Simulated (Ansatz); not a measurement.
C₂H₂OZn, relaxed with RKS PBE0-D4/def2-TZVP in the Gaussian-basis code of Ansatz from a PBE-D4/def2-SVP geometry. The force threshold is 0.005 eV/Å; the program also tests the step.

Total charge 0; spin multiplicity 1. The bonds changed during the relaxation, so this is another structure than the one it started from.

Start:

```xyz
6

C    -0.279   -0.706    0.461
C    -0.065    0.591    0.622
O     0.122    1.741    0.779
Zn    0.949    0.847   -2.644
H    -0.283   -1.126   -0.555
H    -0.443   -1.346    1.338
```

Q: By how much does the energy fall, and how many steps does the optimiser take? (Best estimate.)

A: Computed: 0.06 eV, in 49 steps, 9 of them rejected.

Q: Which bonds change most? (Estimate.)

A: Ansatz gave: C2–O3 from 1.176 to 1.156 Å; C1–H6 from 1.098 to 1.080 Å; C1–H5 from 1.098 to 1.080 Å; C1–C2 from 1.324 to 1.307 Å.

Q: Give the relaxed structure. (Estimate.)

A: Computed: 
```xyz
6

C    -0.380   -0.695    0.419
C    -0.282    0.596    0.601
O    -0.190    1.738    0.752
Zn    1.696    0.799   -2.469
H    -1.208   -1.089   -0.151
H     0.364   -1.349    0.847
```
